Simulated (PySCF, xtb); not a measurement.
B(Br)(Me)(NH2) (CH₅BBrN), SMILES NB(Br)C. Other conformers were not sampled.

Harmonic wavenumbers (cm⁻¹) from GFN2-xTB (xtb) at its own minimum, in rising order: 79, 240, 291, 359, 503, 542, 640, 823, 870, 873, 1074, 1375, 1402, 1489, 1494, 1535, 3001, 3017, 3032, 3478, 3522.

Problem. What does PBE-D3(BJ)/def2-SVP (PySCF) give at its own minimum? (The exact figures need the calculation; the answer reports its results.)

Solution. 125, 249, 296, 391, 505, 510, 588, 817, 820, 854, 1090, 1262, 1346, 1380, 1407, 1541, 2971, 3058, 3065, 3508, 3616. Paired by order, the mean absolute difference is 41 cm⁻¹ and the zero-point energies are 42.4 and 42.0 kcal/mol.
